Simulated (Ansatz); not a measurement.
Consider the substitution at a C–Ga bond: `N=[CH][Ga]([F])[F]` + `OCS` → `N=CSCO` + `[F][GaH][F]`.

Isolated molecules relaxed with PBE0-D4/def2-TZVP in Ansatz; ΔE leaves out vibrations. CBS: MP2 limit from def2 TZ/QZ plus the TZ coupled-cluster correction, frozen cores. Functionals use def2-TZVPP. For Ga outer-core shells are correlated without core-valence functions, which leaves a few kJ/mol of doubt a bond. Scalar relativity is left out up to krypton. Each species was taken in one conformer, which may not be the lowest.

| level | ΔE (kJ/mol) |
| --- | --- |
| B2PLYP | -23.8 |
| RPA@PBE/def2-TZVPP | -16.8 |

(1) What does CCSD(T)/CBS give? (Best estimate.)

Largest T1 diagnostic among the species: 0.015.

Results:

(1) Computed: -22.0 kJ/mol. The listed levels differ from it by -1.8, 5.2 kJ/mol.

Leaving LDA and LC-ωPBE aside and taking each functional with its dispersion term where it has one, the values, not all of them listed here, spread over 15.2 kJ/mol, from B97M-V to BHLYP-D4. LDA lies −14.2 kJ/mol from PBE without D4. In def2-TZVPP, CCSD(T) changes the Hartree–Fock value by −7.7 kJ/mol (the triples alone add −4.4 kJ/mol) and MP2 by −14.4 kJ/mol. At CCSD(T), def2-SVP lies −3.3 kJ/mol from the extrapolated value and def2-TZVPP +1.2 kJ/mol.

CCSD(T)/CBS has its own doubt, a few kJ/mol and more with outer-core shells, so smaller differences from it don't rank the levels.
